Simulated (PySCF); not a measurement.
Compound: C10H6 (charge +1 and doublet state).
Numbering: `[CH:1]#[C:2][c:3]1[cH:4][cH:5][cH:6][c:7]([C:8]=[CH+:9])[cH:10]1` (hydrogens: H11 on C1; H12 on C4; H13 on C5; H14 on C6; H15 on C9; H16 on C10)

Geometry (GFN2-xTB, Å), atoms numbered from 1 in this order:
```
atom  x, y, z in Å
C1     2.9564   -2.1338   -0.9292
C2     2.0930   -1.3417   -0.6237
C3     1.1034   -0.4137   -0.2746
C4     1.4726    0.9532   -0.0934
C5     0.5178    1.8926    0.2525
C6    -0.8003    1.5074    0.4196
C7    -1.1782    0.1425    0.2408
C8    -2.5205   -0.2162    0.4169
C9    -3.6841   -0.5138    0.5699
C10   -0.2211   -0.8088   -0.1039
H11    3.7040   -2.8274   -1.1959
H12    2.5059    1.2363   -0.2326
H13    0.8019    2.9246    0.3912
H14   -1.5599    2.2273    0.6869
H15   -4.6963   -0.7770    0.7006
H16   -0.5023   -1.8426   -0.2367
```

Level of theory: PySCF, UKS B3LYP, pcH-1 on C H, non-relativistic, mean-field spin-orbit, GIAO. Isolated species at its GFN2-xTB geometry, gas phase. A GFN2-xTB geometry isn't a minimum of the functional, and hyperfine couplings can be far from their values at a DFT geometry, by a factor of two or more for some ions and for spin on atoms past the first row. The SCF solution wasn't tested for stability.

Predict the first-order ENDOR lines of C5, C4/C6, C1/C9, C2/C8, C10, C3/C7, H12/H14, H11/H15, H13 and H16 under fast tumbling at B = 1209.8 mT (Q band).

ν± = |νn ± a/2|, one line for each electron-spin manifold; νn = |g_N| × 7.62259 MHz/T × B.

```
 nuclei  isotope     g_N  νn (MHz)  a_iso (MHz)  lower line (MHz)  upper line (MHz)
     C5      13C  1.4048     12.96       -20.61              2.65             23.26
  C4/C6      13C  1.4048     12.96        20.13              2.89             23.02
  C1/C9      13C  1.4048     12.96        16.26              4.83             21.08
  C2/C8      13C  1.4048     12.96       -15.55              5.18             20.73
    C10      13C  1.4048     12.96       -12.02              6.94             18.97
  C3/C7      13C  1.4048     12.96         1.69             12.11             13.80
H12/H14       1H  5.5857     51.51       -19.61             41.70             61.32
H11/H15       1H  5.5857     51.51       -19.25             41.89             61.13
    H13       1H  5.5857     51.51         4.62             49.20             53.82
    H16       1H  5.5857     51.51         2.74             50.14             52.88
```

The rows for 13C, of low natural abundance, apply to labelled samples.

Which pairs are centred on the nuclear Larmor frequency, and which on half the coupling?

Centred on νn, since |a| < 2νn: C5, C4/C6, C1/C9, C2/C8, C10, C3/C7, H12/H14, H11/H15, H13 and H16. No pair has |a| > 2νn.

At what field would the lower line of C10 fall to zero frequency?

Where νn = |a|/2, that is B = 6.01 MHz/(1.4048 × 7.62259 MHz/T) = 561 mT, as far as first order holds there.

Largest spin populations (Mulliken): C4 (+0.30), C6 (+0.29), C9 (+0.24) and C1 (+0.24). Four atoms exceed +0.15.

The SMILES draws the unpaired electron on C8; the largest computed Mulliken spin population is on C4 (0.30 against -0.02).
